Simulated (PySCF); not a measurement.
Job file and geometry (Å, from GFN2-xTB) of an NMR shielding run on `F[SiH2][Si@]1([SiH3])C=CN1[SiH3]`, C2H10FNSi4, GIAO PBE0/pcSseg-1 NMR shielding, non-relativistic, gas phase (PySCF 2.14.0, density-fitted response routines); density fitting, a coarse starting grid and PySCF grid level 2 are the driver's defaults:

```
$ OMP_NUM_THREADS=1 python probes_run.py task.json out

{"job": {"kind": "nmr", "xc": "PBE0", "basis": "pcSseg-1"}, "charge": 0, "multiplicity": 1}
F     -2.210972     1.739476     2.211715
Si    -0.648378     1.328605     2.072294
Si    -0.701350    -0.216343     0.359159
Si    -2.117369    -0.002994    -1.476279
C     -0.118339    -1.959118     0.799123
C      1.057927    -1.700946     0.203304
N      1.004110    -0.405009    -0.270933
Si     2.249521     0.483467    -1.045175
H     -0.310633     0.913300     3.434232
H     -0.001282     2.616711     1.823578
H     -3.498551     0.124772    -0.999043
H     -1.828641     1.201392    -2.265093
H     -2.090538    -1.133775    -2.411361
H     -0.437858    -2.872349     1.262661
H      1.935560    -2.313687     0.064604
H      3.287260     0.888722    -0.084748
H      2.855436    -0.340708    -2.095091
H      1.565339     1.654803    -1.594604
```

**Question.** What does the program print?

**Answer.** 
```
coarse grid: 17016 points
cycle   1  E = -1393.8592597176  dE =  7.443e-01  |g| = 7.182e-01  |ddm| = 3.955e+00
cycle   2  E = -1393.7238790138  dE =  1.354e-01  |g| = 1.108e+00  |ddm| = 1.699e+00
cycle   3  E = -1393.9631987821  dE = -2.393e-01  |g| = 4.584e-02  |ddm| = 1.126e+00
cycle   4  E = -1393.9635235382  dE = -3.248e-04  |g| = 2.277e-02  |ddm| = 7.956e-02
cycle   5  E = -1393.9636125070  dE = -8.897e-05  |g| = 1.253e-02  |ddm| = 3.402e-02
cycle   6  E = -1393.9636507047  dE = -3.820e-05  |g| = 2.813e-03  |ddm| = 1.381e-02
cycle   7  E = -1393.9636527943  dE = -2.090e-06  |g| = 5.854e-04  |ddm| = 3.925e-03
final grid: 146440 points
cycle   8  E = -1394.0108403225  dE = -2.153e-05  |g| = 6.141e-03  |ddm| = 2.203e-02
cycle   9  E = -1394.0108286850  dE =  1.164e-05  |g| = 9.142e-03  |ddm| = 1.587e-02
cycle  10  E = -1394.0108493217  dE = -2.064e-05  |g| = 1.060e-03  |ddm| = 9.961e-03
cycle  11  E = -1394.0108495183  dE = -1.966e-07  |g| = 4.620e-04  |ddm| = 1.273e-03
cycle  12  E = -1394.0108495723  dE = -5.400e-08  |g| = 6.982e-05  |ddm| = 4.944e-04
cycle  13  E = -1394.0108495733  dE = -9.995e-10  |g| = 3.100e-05  |ddm| = 8.634e-05
converged SCF energy = -1394.0108495733

GIAO shielding tensors (ppm)
atom      isotropic    diamagn.    paramagn.     s11        s22        s33       span
  0 F      431.653     465.857     -34.205    378.246    453.078    463.634     85.388
  1 Si     340.241     876.547    -536.305    280.550    303.213    436.960    156.411
  2 Si     325.494     881.783    -556.289    254.944    316.324    405.214    150.270
  3 Si     458.682     880.195    -421.513    429.363    463.204    483.480     54.117
  4 C       78.673     260.309    -181.636     -9.153     88.449    156.722    165.874
  5 C       21.085     255.537    -234.453    -77.950     33.085    108.119    186.069
  6 N      199.354     331.770    -132.416    105.117    240.674    252.271    147.154
  7 Si     409.696     881.923    -472.227    376.012    383.209    469.867     93.856
  8 H       25.829      27.919      -2.090     22.672     24.912     29.902      7.231
  9 H       25.829      28.876      -3.046     22.529     25.352     29.607      7.078
 10 H       27.945      28.462      -0.518     24.516     25.907     33.410      8.894
 11 H       27.757      29.261      -1.504     24.534     25.902     32.834      8.300
 12 H       27.979      28.834      -0.855     24.594     26.015     33.327      8.733
 13 H       26.507      32.760      -6.253     25.198     26.276     28.048      2.850
 14 H       24.562      31.422      -6.860     22.251     24.914     26.522      4.271
 15 H       26.949      29.908      -2.960     23.157     25.125     32.564      9.408
 16 H       26.884      29.899      -3.015     23.392     25.155     32.105      8.713
 17 H       27.406      31.365      -3.959     23.721     27.113     31.384      7.663
```

Size and cost of the density-fitted run: 214 basis functions, 2.3 min wall time (2 min CPU) on 1 thread of an Intel Xeon, shared host; peak memory 1 GiB.
